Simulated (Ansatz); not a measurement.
Calculated with Ansatz (gas phase, PBE0-D4/def2-TZVP geometries, no zero-point term in ΔE). CCSD(T)/CBS is the MP2 limit (def2-TZVPP, def2-QZVPP) plus CCSD(T) − MP2 in def2-TZVPP, frozen cores. DFT in def2-TZVPP. B3LYP here is the variant with VWN-RPA as its local correlation; programs differ in this. Elements past krypton have def2 core potentials. For In, Se outer-core shells are correlated without core-valence functions, which leaves a few kJ/mol of doubt a bond. Scalar relativity is left out up to krypton. Each species was taken in one conformer, which may not be the lowest.

Reaction (ligand exchange at the Si–O bond): `O=C([SeH])O[SiH3]` + `[CH3][In]([OH])[F]` → `[CH3][In]([F])[O][SiH3]` + `O=C(O)[SeH]`

```
             level  ΔE (kJ/mol)  difference from CCSD(T)/CBS
         r2SCAN-D4        -26.8                         -0.4
          B3LYP-D4        -24.6                          1.8
           ωB97X-V        -26.9                         -0.5
           ωB97M-V        -26.3                          0.1
               PBE        -23.3                          3.1
            r2SCAN        -27.1                         -0.7
              PBE0        -27.7                         -1.3
             B3LYP        -26.9                         -0.5
SCS-MP2/def2-TZVPP        -27.7                         -1.3
   CCSD/def2-TZVPP        -28.5                         -2.1
CCSD(T)/def2-TZVPP        -26.6                         -0.2
     HF/def2-QZVPP        -38.1                        -11.7
    MP2/def2-QZVPP        -26.3                          0.1
SCS-MP2/def2-QZVPP        -27.8                         -1.4
      HF/CBS(def2)        -38.1                        -11.7
     MP2/CBS(def2)        -26.0                          0.4
       CCSD(T)/CBS        -26.4                            0
```

Largest T1 diagnostic among the species: 0.016.

In def2-TZVPP, CCSD(T) changes the Hartree–Fock value by +11.1 kJ/mol (the triples alone add +1.9 kJ/mol) and MP2 by +11.4 kJ/mol. From PBE to PBE0 (25 % exact exchange), in def2-TZVPP and without D4, ΔE moves by −4.4 kJ/mol.
